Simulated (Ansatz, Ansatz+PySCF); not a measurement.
```yaml
atoms:
  - { symbol: C, position_ang: [0.0000, 0.0000, 0.0000] }
  - { symbol: H, position_ang: [1.3084, 0.0000, 0.0000] }
  - { symbol: H, position_ang: [-0.5452, 0.9443, 0.0000] }
  - { symbol: H, position_ang: [-0.5452, -0.9443, 0.0000] }
```

Basis set: STO-3G (spherical functions). Correlated methods keep 1 orbital frozen. Correlation on ROHF uses semicanonical orbitals with singles. Charge 0, multiplicity 2.

Computed with Ansatz (development build ahead of 0.2.0); each method stands on the lowest determinant of its kind that the runs found.

The atomization energy at this shape (free ground-state atoms in the same class of orbitals less the molecule, no zero-point energy) of doublet CH₃:

```json
{"method": "ROHF-CCSD(T)", "atomization energy": "1296.3 kJ/mol"}
{"method": "UHF-MP2", "atomization energy": "1258.7 kJ/mol"}
{"method": "ROHF-MP2", "atomization energy": "1253.9 kJ/mol"}
{"method": "UHF", "atomization energy": "1169.5 kJ/mol"}
{"method": "ROHF", "atomization energy": "1154.4 kJ/mol"}
```

What does PBE0 (unrestricted) give?

1475.3 kJ/mol. Caution for ROHF-CCSD(T), UHF-MP2, ROHF-MP2: bonds are stretched, where a single reference can fail.

This basis has no polarisation functions and is too small for such energies, which can lie far from measured ones in either direction.
